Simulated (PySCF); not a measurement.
C₆H₉NOS.
SMILES with atom numbers: `[N:1]#[C:2][C@@H:3]1[CH2:4][CH2:5][CH2:6][S@:7](=[O:8])[CH2:9]1`

Cartesian coordinates in Å at the GFN2-xTB level; atoms count from 1:
```
atom  x, y, z in Å
N1     3.463    0.777    0.997
C2     2.346    0.548    0.922
C3     0.933    0.262    0.796
C4     0.740   -1.051    0.024
C5    -0.736   -1.430   -0.069
C6    -1.542   -0.387   -0.819
S7    -1.595    1.190    0.154
O8    -2.153    2.197   -0.743
C9     0.247    1.431    0.098
H10    0.519    0.156    1.807
H11    1.157   -0.941   -0.980
H12    1.292   -1.847    0.527
H13   -1.150   -1.548    0.935
H14   -0.822   -2.393   -0.577
H15   -1.125   -0.159   -1.799
H16   -2.578   -0.699   -0.942
H17    0.449    2.375    0.606
H18    0.547    1.524   -0.946
```

Probes without a nucleus sit at each ring's centroid and 1 Å off its mean plane on both sides; NICS is minus the shielding there, NICSzz its component along the normal. Level: GIAO PBE0/pcSseg-1 (PySCF, non-relativistic, gas phase) on the GFN2-xTB geometry, one conformer.

Ring bond lengths (Å), with Mayer bond orders in brackets: C3–C4 1.535 (0.98), C4–C5 1.526 (1.04), C5–C6 1.517 (1.01), C6–S7 1.854 (0.87), S7–C9 1.859 (0.87), C9–C3 1.524 (0.96).

Problem. Give the NICS values of each ring in ppm.

Solution. 
```json
{"ring": "C3–C4–C5–C6–S7–C9", "type": "6-membered ring with S; formal bonds all single", "NICS(0)": "-5.0", "NICS(1), two faces": "-4.9 / -1.8", "NICS(1)zz, two faces": "0.2 / 4.2", "rms pucker (Å)": "0.30", "centre to ring atoms, mean (Å)": "1.55"}
```

Problem. What do they say, and how far can they be read as aromaticity?

Solution. 
- C3–C4–C5–C6–S7–C9: mean NICS(1)zz 2.2 ppm, near zero. C3, C4, C5, C6, C9 have four or more neighbours, and the NICS criterion for π rings isn't applied. The two faces differ by 4.0 ppm, so no symmetry operation interchanges them.

Problem. At the first NICS(1) probe listed for ring C3–C4–C5–C6–S7–C9, 1 Å off the ring, what do the in-plane components average?

Solution. The isotropic value is a third of the trace: (3 × -4.9 − (0.2))/2 = -7.5 ppm.
